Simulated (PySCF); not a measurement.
# C₆ coefficients of unlike pairs at PBE0

Calculated with PySCF 2.14 from the dipole response of each species, C₆(A,B) = (3/π) ∫ α_A(iu) α_B(iu) du, in atomic units, from isotropic polarisabilities. For ions this is the dispersion term alone; charge-induced terms of lower order in 1/R come first.

```tsv
species	configuration	basis	relativity	α (bohr³)	C₆ (like pair)
Te³⁺	[Kr] 4d10 5s2 5p1 (2P)	aug-cc-pVTZ-DK3 (8s7p5d2f)	spin-free X2C	10.63	52.31
As³⁺	[Ar] 3d10 4s2 (1S)	def2-TZVPPD (7s5p5d1f)	none	7.418	22.51
Sc²⁺	[Ar] 3d1 (2D)	aug-cc-pVTZ-DK (8s7p5d3f2g)	spin-free X2C	4.879	14.16
Sr⁺	[Kr] 5s1 (2S)	x2c-TZVPPall with one added diffuse shell each of s, p, d, f type (9s7p7d3f1g)	spin-free X2C	102.9	919.3
```

(1) Estimate C₆ for Sc²⁺ with As³⁺.

No spin-orbit coupling is included.

The other pairs:

```tsv
pair	C₆
Sr⁺, Te³⁺	173.6
Sc²⁺, Te³⁺	26.64
As³⁺, Te³⁺	34.23
Sr⁺, Sc²⁺	82.67
Sr⁺, As³⁺	117.5
```

## Answers

(1) The integral gives 17.21. The combination rule 2 C_A C_B / (C_A α_B/α_A + C_B α_A/α_B) gives 17.55 and the geometric mean 17.86.
